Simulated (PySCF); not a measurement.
Geometry:
| atom | x (Å) | y (Å) | z (Å) |
| --- | --- | --- | --- |
| C1 | 2.169 | 0.348 | 0.864 |
| C2 | 1.646 | -0.001 | -0.490 |
| O3 | 2.306 | -0.154 | -1.479 |
| C4 | 0.113 | -0.159 | -0.528 |
| O5 | -0.290 | -1.162 | 0.368 |
| C6 | -1.633 | -0.872 | 0.700 |
| C7 | -1.782 | 0.636 | 0.395 |
| O8 | -0.509 | 1.020 | -0.088 |
| H9 | 1.704 | 1.279 | 1.183 |
| H10 | 1.868 | -0.432 | 1.562 |
| H11 | 3.250 | 0.448 | 0.844 |
| H12 | -0.209 | -0.407 | -1.560 |
| H13 | -2.318 | -1.470 | 0.086 |
| H14 | -1.776 | -1.117 | 1.753 |
| H15 | -2.550 | 0.814 | -0.367 |
| H16 | -1.998 | 1.236 | 1.280 |

Geometry: GFN2-xTB; GIAO shifts from PySCF 2.14, gas phase, non-relativistic, averaged over equivalent atoms.

At PBE0/3-21G (88 basis functions, 8.9 s wall time on 1 thread of an Arm Neoverse V2, shared host):
```tsv
atoms	δ (ppm)
C2	185.3
C4	96.9
C6/C7	59.4
C1	23.4
O3	639.8
O5/O8	57.1
H14/H16	4.47
H12	4.44
H13/H15	4.12
H9/H10/H11	2.66
```

δ = σ(ref) − σ, references computed at the same level: 13C (209.51 ppm), 1H (33.27 ppm) against TMS; H2O for 17O (332.09 ppm).

Q: What do these become at PBE0/IGLO-II?

A: 
```json
{"atoms": "C2", "δ at PBE0/IGLO-II": "209.3", "change": "+24.0"}
{"atoms": "C4", "δ at PBE0/IGLO-II": "107.9", "change": "+11.0"}
{"atoms": "C6/C7", "δ at PBE0/IGLO-II": "68.2", "change": "+8.8"}
{"atoms": "C1", "δ at PBE0/IGLO-II": "22.8", "change": "-0.6"}
{"atoms": "O3", "δ at PBE0/IGLO-II": "681.3", "change": "+41.5"}
{"atoms": "O5/O8", "δ at PBE0/IGLO-II": "95.3", "change": "+38.2"}
{"atoms": "H14/H16", "δ at PBE0/IGLO-II": "4.26", "change": "-0.21"}
{"atoms": "H12", "δ at PBE0/IGLO-II": "4.47", "change": "+0.03"}
{"atoms": "H13/H15", "δ at PBE0/IGLO-II": "4.02", "change": "-0.10"}
{"atoms": "H9/H10/H11", "δ at PBE0/IGLO-II": "2.31", "change": "-0.35"}
```

Chemical shifts δ = σref − σ; TMS for 13C (σ = 189.02 ppm), 1H (σ = 32.10 ppm); 17O (σ = 336.11 ppm) against H2O, all at this level.

The largest change is at O3 (ketone oxygen). Cost: 224 basis functions, 36 s wall time on 1 thread of an Arm Neoverse V2, shared host. The order of the carbon signals is the same at both levels.

Unscaled 17O shifts of doubly bonded oxygen tend to come out too high, by tens of ppm or more. Experimental scales use liquid or dissolved standards, which lie at an offset from isolated H2O (liquid H2O: subtract about 36 ppm).
